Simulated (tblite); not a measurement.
C6H15GeN.
Numbering: `[CH2:1]=[CH:2][CH2:3][C:4]([CH3:5])([CH3:6])[GeH2:7][NH2:8]` (hydrogens: H9, H10 on C1; H11 on C2; H12, H13 on C3; H14, H15, H16 on C5; H17, H18, H19 on C6; H20, H21 on Ge7; H22, H23 on N8)

Computed with GFN2-xTB (tblite), gas phase: L-BFGS steps from a force-field or distance-geometry start until the largest atomic force falls under 0.01 eV/Å.

The end geometry, which sets the zero of energy:
```
atom  x, y, z in Å
C1      2.9416    0.0496   -0.9784
C2      2.2097    0.0500    0.1204
C3      0.8644    0.6899    0.2368
C4     -0.2934   -0.3170    0.3191
C5     -0.1383   -1.2372    1.5258
C6     -0.3548   -1.1540   -0.9536
Ge7    -1.9947    0.7388    0.5223
N8     -2.1552    1.8924   -0.8783
H9      3.9070   -0.4266   -1.0248
H10     2.6059    0.5332   -1.8818
H11     2.5779   -0.4380    1.0138
H12     0.6939    1.3402   -0.6247
H13     0.8428    1.3099    1.1393
H14    -0.0069   -0.6559    2.4377
H15     0.7193   -1.8970    1.4049
H16    -1.0267   -1.8576    1.6438
H17     0.5524   -1.7464   -1.0706
H18    -0.4559   -0.5136   -1.8289
H19    -1.2068   -1.8332   -0.9201
H20    -3.1962   -0.1917    0.6789
H21    -1.9879    1.6412    1.7308
H22    -2.2092    1.4723   -1.7957
H23    -2.8934    2.5779   -0.8065
```

**Question.** These geometries come from the run, each turned onto the end geometry. Order them by energy, lowest first.
A.
```
atom  x, y, z in Å
C1      2.8770   -0.0806   -0.9868
C2      2.2374    0.0873    0.1567
C3      0.8898    0.7296    0.2812
C4     -0.2686   -0.2832    0.3170
C5     -0.1268   -1.2290    1.5060
C6     -0.3130   -1.0871   -0.9786
Ge7    -2.0008    0.7276    0.5205
N8     -2.2037    1.8871   -0.8702
H9      3.8413   -0.5595   -1.0425
H10     2.4570    0.2534   -1.9221
H11     2.6910   -0.2564    1.0785
H12     0.7275    1.4068   -0.5621
H13     0.8591    1.3221    1.2012
H14    -0.0629   -0.6660    2.4368
H15     0.7637   -1.8483    1.4108
H16    -0.9925   -1.8881    1.5674
H17     0.5711   -1.7155   -1.0794
H18    -0.3552   -0.4208   -1.8394
H19    -1.1929   -1.7307   -0.9946
H20    -3.1618   -0.2545    0.6656
H21    -2.0389    1.6124    1.7412
H22    -2.2335    1.4777   -1.7930
H23    -2.9688    2.5429   -0.8040
```
B.
```
atom  x, y, z in Å
C1      2.8771   -0.0815   -0.9935
C2      2.2525    0.1059    0.1722
C3      0.9079    0.7455    0.2862
C4     -0.2713   -0.2598    0.3023
C5     -0.1537   -1.2191    1.5228
C6     -0.3451   -1.0798   -0.9969
Ge7    -1.9446    0.7432    0.4935
N8     -2.1294    1.9366   -0.9199
H9      3.8470   -0.5592   -1.0289
H10     2.4005    0.2422   -1.9156
H11     2.7420   -0.2434    1.0880
H12     0.7557    1.4614   -0.5564
H13     0.8755    1.3542    1.2263
H14    -0.0871   -0.6402    2.4598
H15     0.7500   -1.8462    1.4341
H16    -1.0408   -1.8856    1.5826
H17     0.5467   -1.7375   -1.0950
H18    -0.3806   -0.4075   -1.8740
H19    -1.2477   -1.7179   -0.9987
H20    -3.1370   -0.2428    0.5155
H21    -1.9214    1.5379    1.8339
H22    -2.2821    1.3584   -1.7814
H23    -3.0184    2.4622   -0.7468
```
C.
```
atom  x, y, z in Å
C1      2.8753   -0.0842   -0.9867
C2      2.2483    0.0918    0.1617
C3      0.9010    0.7296    0.2868
C4     -0.2514   -0.2867    0.3132
C5     -0.1284   -1.2254    1.5069
C6     -0.3130   -1.0852   -0.9820
Ge7    -1.9847    0.7327    0.5159
N8     -2.2098    1.8895   -0.8721
H9      3.8404   -0.5582   -1.0552
H10     2.4464    0.2452   -1.9201
H11     2.6986   -0.2374    1.0902
H12     0.7333    1.4037   -0.5584
H13     0.8562    1.3098    1.2154
H14    -0.0712   -0.6479    2.4294
H15     0.7582   -1.8502    1.4246
H16    -1.0063   -1.8688    1.5514
H17     0.5603   -1.7258   -1.0922
H18    -0.3568   -0.4080   -1.8349
H19    -1.2071   -1.7095   -0.9767
H20    -3.1591   -0.2459    0.6127
H21    -2.0029    1.5805    1.7642
H22    -2.2464    1.4440   -1.7788
H23    -2.9856    2.5336   -0.8049
```
D.
```
atom  x, y, z in Å
C1      2.8860   -0.0370   -0.9741
C2      2.2101    0.0838    0.1537
C3      0.8638    0.7238    0.2612
C4     -0.2837   -0.2982    0.3185
C5     -0.1164   -1.2406    1.5059
C6     -0.3294   -1.1094   -0.9709
Ge7    -1.9976    0.7337    0.5293
N8     -2.1677    1.8833   -0.8745
H9      3.8410   -0.5338   -1.0189
H10     2.5106    0.3595   -1.9040
H11     2.6173   -0.3203    1.0719
H12     0.6994    1.3768   -0.5993
H13     0.8265    1.3382    1.1660
H14    -0.0284   -0.6794    2.4354
H15     0.7717   -1.8586    1.3855
H16    -0.9785   -1.9019    1.5866
H17     0.5796   -1.6975   -1.0888
H18    -0.4211   -0.4524   -1.8348
H19    -1.1796   -1.7908   -0.9574
H20    -3.1946   -0.2014    0.6841
H21    -1.9959    1.6312    1.7440
H22    -2.1957    1.4658   -1.7945
H23    -2.9220    2.5523   -0.8145
```
E.
```
atom  x, y, z in Å
C1      2.8685   -0.0810   -0.9813
C2      2.2508    0.1039    0.1670
C3      0.9055    0.7333    0.2911
C4     -0.2569   -0.2724    0.3107
C5     -0.1413   -1.2137    1.5049
C6     -0.3272   -1.0767   -0.9805
Ge7    -1.9599    0.7455    0.5139
N8     -2.1709    1.8959   -0.8835
H9      3.8329   -0.5523   -1.0472
H10     2.4284    0.2371   -1.9107
H11     2.7187   -0.2320    1.0819
H12     0.7523    1.4255   -0.5402
H13     0.8666    1.3279    1.2094
H14    -0.0894   -0.6502    2.4331
H15     0.7398   -1.8443    1.4345
H16    -1.0132   -1.8617    1.5701
H17     0.5360   -1.7282   -1.0999
H18    -0.3748   -0.4208   -1.8471
H19    -1.2204   -1.7001   -0.9925
H20    -3.1292   -0.2240    0.5364
H21    -1.9459    1.5358    1.7920
H22    -2.2783    1.4032   -1.7661
H23    -2.9965    2.4764   -0.7858
```

**Answer.** D (0.004 eV), A (0.011 eV), C (0.023 eV), E (0.060 eV), B (0.267 eV).

In the order of the answer:

```json
{"step": "43", "E above end (eV)": "0.004", "largest force (eV/Å)": "0.03", "rms force component (eV/Å)": "0.011", "rms distance from end (Å)": "0.074", "rms bond change (Å)": "0.001", "bond most changed (Å)": "Ge7–H21 +0.002"}
{"step": "18", "E above end (eV)": "0.011", "largest force (eV/Å)": "0.05", "rms force component (eV/Å)": "0.015", "rms distance from end (Å)": "0.114", "rms bond change (Å)": "0.001", "bond most changed (Å)": "C2–C3 +0.004"}
{"step": "11", "E above end (eV)": "0.023", "largest force (eV/Å)": "0.21", "rms force component (eV/Å)": "0.046", "rms distance from end (Å)": "0.122", "rms bond change (Å)": "0.002", "bond most changed (Å)": "C4–Ge7 +0.008"}
{"step": "5", "E above end (eV)": "0.060", "largest force (eV/Å)": "0.29", "rms force component (eV/Å)": "0.081", "rms distance from end (Å)": "0.134", "rms bond change (Å)": "0.005", "bond most changed (Å)": "C4–Ge7 -0.018"}
{"step": "0", "E above end (eV)": "0.267", "largest force (eV/Å)": "1.37", "rms force component (eV/Å)": "0.421", "rms distance from end (Å)": "0.144", "rms bond change (Å)": "0.026", "bond most changed (Å)": "C4–Ge7 -0.052"}
```

What follows is the cost of the whole relaxation. The run took 1.9 s wall on one thread, Intel Xeon at 2.70 GHz (x86_64), on a shared host.
